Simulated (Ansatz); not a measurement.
Total energies of Mo4⁺ (the lowest doublet isomer of a short search) from Ansatz at PBE-D4/def2-TZVP, gas phase (1 Eh = 27.2114 eV = 2625.5 kJ/mol). The reference geometry is relaxed at PBE-D4/def2-SVP.

Cartesian coordinates in Å:
```
Mo -1.512 0.053 -0.060
Mo 0.783 -0.927 -0.905
Mo 0.710 -0.623 1.182
Mo 0.019 1.497 -0.217
```

```json
{"state": "charge 1 doublet", "geometry": "reference", "energy (Eh)": "-272.69426"}
{"state": "charge 0 triplet", "geometry": "reference", "energy (Eh)": "-272.87702"}
{"state": "charge 1 quartet", "geometry": "relaxed at PBE-D4/def2-SVP", "energy (Eh)": "-272.67186"}
```

In the def2 sets Mo takes a core potential; there is no spin–orbit coupling.

**Question.** Work out the vertical electron affinity, to the triplet.

**Answer.** E(charge 1 doublet) − E(charge 0 triplet) = -272.69426 − (-272.87702) = 0.18276 Eh = 4.97 eV.

**Question.** Which of the charge 1 states is lowest, and how far above it are the others?

**Answer.** The doublet. quartet: -272.67186 − (-272.69426) = 0.02240 Eh = 58.8 kJ/mol.

At PBE-D4/def2-TZVP the gap within one spin of the charge 0 triplet nearly closes, so an electron or hole may be smeared out by delocalisation error. 

The structure comes from a short search, and lower isomers may exist.
